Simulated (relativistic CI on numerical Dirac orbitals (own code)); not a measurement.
# One change at a time: Hf⁷¹⁺

Base calculation: Dirac-Coulomb-Breit CI, separate exchange-only KLI orbitals for each configuration, model QED.

Configuration list: 1s, 2s, 2p, 3s, 3p, 3d, 4s, 4p, 4d, 4f, 5s, 5p, 5d, 5f, 5g, 6s, 6p, 6d. Levels of other configurations are missing.

The lowest level and the first level of each name with at least 55 % of one term (blank where a level has no safe partner in the second run):

```csv
Level,Base (eV),Shift (eV)
1s 2S_1/2,0.0,0.0
2p 2P°_1/2,56657.2,+111.4
2s 2S_1/2,56678.9,+93.4
2p 2P°_3/2,58133.3,+110.0
3p 2P°_1/2,67615.2,+113.0
3s 2S_1/2,67621.6,+107.6
3d 2D_3/2,68053.7,+113.6
3p 2P°_3/2,68054.8,+112.5
3d 2D_5/2,68180.3,+113.3
4p 2P°_1/2,71387.2,+113.3
4s 2S_1/2,71389.9,+111.1
4d 2D_3/2,71571.0,+113.5
4p 2P°_3/2,71571.4,+113.1
4f 2F°_5/2,71624.5,+113.6
```

(1) One thing was changed in a second run, which moved the levels as shown. Which?
A. configuration mixing switched off
B. non-relativistic limit
C. Breit term removed
D. QED terms removed

Results:

(1) D. QED terms removed. QED shifts follow the density of s (and p1/2) electrons at the nucleus, so configurations move by their count of such electrons; where none moves, the smaller shifts of p3/2 electrons and of j = l + 1/2 against j = l − 1/2 set the pattern.
